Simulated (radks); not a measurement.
The titanium ion Ti+, configuration [Ar] 3d2 4s1. All-electron calculation, Dirac Kohn-Sham, PBE, spin-unpolarised, spherical densities, finite nucleus; open shells are shared between the two j in proportion to 2j + 1; Fermi nuclear charge, rms radius 3.5921 fm. Program: a radial shooting solver on a logarithmic mesh with Libxc functionals.

Unscreened Slater integrals over Kohn-Sham orbitals (hartree). Large and small components are both included.

integral,value
"F0(4s1/2,4s1/2)",0.28252
"F0(4s1/2,3d5/2)",0.34711
"G2(4s1/2,3d5/2)",0.059212
"F0(4s1/2,3d3/2)",0.34727
"G2(4s1/2,3d3/2)",0.058906
"F0(4s1/2,3p3/2)",0.36166
"G1(4s1/2,3p3/2)",0.023761
"F0(3d5/2,3d5/2)",0.61472
"F2(3d5/2,3d5/2)",0.27685
"F4(3d5/2,3d5/2)",0.17083
"F0(3d5/2,3d3/2)",0.61563
"F2(3d5/2,3d3/2)",0.27727
"G2(3d5/2,3d3/2)",0.27716
"G4(3d5/2,3d3/2)",0.17103
"F0(3d5/2,3p3/2)",0.70431
"F2(3d5/2,3p3/2)",0.32425
"G1(3d5/2,3p3/2)",0.40367
"G3(3d5/2,3p3/2)",0.24122
"F0(3d3/2,3d3/2)",0.61655
"F2(3d3/2,3d3/2)",0.27769
"F0(3d3/2,3p3/2)",0.70555
"F2(3d3/2,3p3/2)",0.32496
"G1(3d3/2,3p3/2)",0.40453
"G3(3d3/2,3p3/2)",0.24176
"F0(3p3/2,3p3/2)",0.83086
"F2(3p3/2,3p3/2)",0.41636
